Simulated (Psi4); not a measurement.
CHF2, doublet, at a GFN2-xTB geometry; R2SCAN/6-31G (Psi4).

Here is a job for Psi4.
```
memory 2 GB

molecule mol {
0 2
F    -1.100516   -0.213408   -0.061717
C     0.010213    0.450670    0.226296
F     1.090794   -0.252782   -0.082197
H     0.026219    1.491692   -0.062547
}

set {
  basis 6-31g
  reference uks
  scf_type disk_df
}

energy('r2scan')
print_variables()
```

Output, abridged:

```
   => Loading Basis Set <=

    Name: 6-31G
    Role: ORBITAL
    Keyword: BASIS

         ---------------------------------------------------------
                                   SCF
               by Justin Turney, Rob Parrish, Andy Simmonett
                          and Daniel G. A. Smith
                              UKS Reference
         ---------------------------------------------------------

  ==> Geometry <==

    Molecular point group: c1
    Full point group: C1

    Geometry (in Angstrom), charge = 0, multiplicity = 2:

       Center              X                  Y                   Z               Mass
    ------------   -----------------  -----------------  -----------------  -----------------
         F           -1.099815626130    -0.175265169032    -0.060116740908    18.998403162730
         C            0.010913373870     0.488812830968     0.227896259092    12.000000000000
         F            1.091494373870    -0.214639169032    -0.080596740908    18.998403162730
         H            0.026919373870     1.529834830968    -0.060946740908     1.007825032230

  Running in c1 symmetry.

  Rotational constants: A =      2.25129  B =      0.36681  C =      0.31930 [cm^-1]
  Rotational constants: A =  67492.10585  B =  10996.76792  C =   9572.36484 [MHz]
  Nuclear repulsion =   70.263694826383912

  Charge       = 0
  Multiplicity = 2
  Electrons    = 25
  Nalpha       = 13
  Nbeta        = 12

  ==> Algorithm <==

  SCF Algorithm Type is DISK_DF.
  DIIS enabled.
  MOM disabled.
  Fractional occupation disabled.
  Guess Type is SAD.
  Energy threshold   = 1.00e-06
  Density threshold  = 1.00e-06
  Integral threshold = 1.00e-12

  ==> Primary Basis <==

  Basis Set: 6-31G
    Blend: 6-31G
    Number of shells: 17
    Number of basis functions: 29
    Number of Cartesian functions: 29
    Spherical Harmonics?: false
    Max angular momentum: 1

  ==> DFT Potential <==

   => LibXC <=

    Version 7.1.2
    S. Lehtola, C. Steigemann, M. J. T. Oliveira, and M. A. L. Marques,  SoftwareX 7, 1–5 (2018) (10.1016/j.softx.2017.11.002)

   => Composite Functional: R2SCAN <=

    r2SCAN Meta-GGA XC Functional  (0.1021/acs.jpclett.0c02405)
    J. W. Furness, A. D. Kaplan, J. Ning, J. P. Perdew, J. Sun  J. Phys. Chem. Lett.  11, 8208–8215, 2020

    Deriv               =              1
    GGA                 =           TRUE
    Meta                =           TRUE

    Exchange Hybrid     =          FALSE
    MP2 Hybrid          =          FALSE

   => Exchange Functionals <=

    1.0000   XC_MGGA_X_R2SCAN

   => Correlation Functionals <=

    1.0000   XC_MGGA_C_R2SCAN

   => LibXC Density Thresholds  <==

    XC_MGGA_C_R2SCAN:  1.00E-15
    XC_MGGA_X_R2SCAN:  1.00E-11

   => Molecular Quadrature <=

    Radial Scheme          =       TREUTLER
    Pruning Scheme         =           NONE
    Nuclear Scheme         =       TREUTLER

    Blocking Scheme        =         OCTREE
    BS radius alpha        =              1
    Pruning alpha          =              1
    Radial Points          =             75
    Spherical Points       =            302
    Total Points           =          86860
    Total Blocks           =            708
    Max Points             =            255
    Max Functions          =             28
    Weights Tolerance      =       1.00E-15

   => Loading Basis Set <=

    Name: (6-31G AUX)
    Role: JKFIT
    Keyword: DF_BASIS_SCF

  ==> Integral Setup <==

  ==> DiskDFJK: Density-Fitted J/K Matrices <==

    J tasked:                  Yes
    K tasked:                   No
    wK tasked:                  No
    Integrals threads:           1
    Algorithm:                Core
    Integral Cache:           NONE
    Schwarz Cutoff:          1E-12
    Fitting Condition:       1E-10

   => Auxiliary Basis Set <=

  Basis Set: (6-31G AUX)
    Blend: CC-PVDZ-JKFIT
    Number of shells: 81
    Number of basis functions: 268
    Number of Cartesian functions: 268
    Spherical Harmonics?: false
[...]
  Reciprocal condition number of the overlap matrix is 8.3144868569E-03.
    Using symmetric orthogonalization.

  ==> Pre-Iterations <==

  SCF Guess: Superposition of Atomic Densities via on-the-fly atomic UHF (no occupation information).

   -------------------------
    Irrep   Nso     Nmo
   -------------------------
     A         29      29
   -------------------------
    Total      29      29
   -------------------------

  ==> Iterations <==

                           Total Energy        Delta E     RMS |[F,P]|

   @DF-UKS iter SAD:  -237.94020842134123   -2.37940e+02   0.00000e+00
   @DF-UKS iter   1:  -238.11759422985725   -1.77386e-01   8.99696e-03 DIIS/ADIIS
   @DF-UKS iter   2:  -238.11946234488519   -1.86812e-03   9.62926e-03 DIIS/ADIIS
   @DF-UKS iter   3:  -238.14188537087338   -2.24230e-02   2.28169e-03 DIIS/ADIIS
   @DF-UKS iter   4:  -238.14361378685481   -1.72842e-03   3.84191e-04 DIIS/ADIIS
   @DF-UKS iter   5:  -238.14369712653431   -8.33397e-05   6.36219e-05 DIIS
   @DF-UKS iter   6:  -238.14370139395652   -4.26742e-06   1.39172e-05 DIIS
   @DF-UKS iter   7:  -238.14370158902153   -1.95065e-07   3.40657e-06 DIIS
   @DF-UKS iter   8:  -238.14370159715762   -8.13608e-09   3.98367e-07 DIIS
  Energy and wave function converged.

  ==> Post-Iterations <==

   Electrons on quadrature grid:
      Nalpha   =   13.0000024508 ; deviation = 2.451e-06
      Nbeta    =   12.0000015420 ; deviation = 1.542e-06
      Ntotal   =   25.0000039928 ; deviation = 3.993e-06

   @Spin Contamination Metric:   2.364427106E-03
   @S^2 Expected:                7.500000000E-01
   @S^2 Observed:                7.523644271E-01
   @S   Expected:                5.000000000E-01
   @S   Observed:                5.000000000E-01

    Orbital Energies [Eh]
    ---------------------

    Alpha Occupied:

[...]
      13A     -0.196165

    Alpha Virtual:

[...]
      29A      2.005004

    Beta Occupied:

[...]
    Beta Virtual:

[...]
    Final Occupation by Irrep:
              A
    DOCC [    12 ]
    SOCC [     1 ]
    NA   [    13 ]
    NB   [    12 ]

  @DF-UKS Final Energy:  -238.14370159715762

   => Energetics <=

    Nuclear Repulsion Energy =             70.2636948263839116
    One-Electron Energy =                -469.3219383198672858
    Two-Electron Energy =                 187.5283691850647187
    DFT Exchange-Correlation Energy =     -26.6138272887389711
    Empirical Dispersion Energy =           0.0000000000000000
    VV10 Nonlocal Energy =                  0.0000000000000000
    Total Energy =                       -238.1437015971576159

  UHF NO Occupations:
  HONO-2 :   11  A 1.9996336
  HONO-1 :   12  A 1.9994963
  HONO-0 :   13  A 1.0000000
  LUNO+0 :   14  A 0.0005037
  LUNO+1 :   15  A 0.0003664
  LUNO+2 :   16  A 0.0001312
  LUNO+3 :   17  A 0.0001151

Computation Completed

Properties will be evaluated at   0.000000,   0.000000,   0.000000 [a0]

Properties computed using the SCF density matrix

 Multipole Moments:

 ------------------------------------------------------------------------------------
     Multipole            Electronic (a.u.)      Nuclear  (a.u.)        Total (a.u.)
 ------------------------------------------------------------------------------------

 L = 1.  Multiply by 2.5417464519 to convert [e a0] to [Debye]
 Dipole X            :         -0.0222276            0.0330860            0.0108583
 Dipole Y            :         -1.1754005            1.8019914            0.6265909
 Dipole Z            :         -0.1189015            0.0756070           -0.0432945
 Magnitude           :                                                    0.6281787

 ------------------------------------------------------------------------------------

  Variable Map:
  ----------------------------------------------------------------------------
[...]
  Array Variable Map:
  ----------------------------------------------------------------------------
[...]
[...]
```
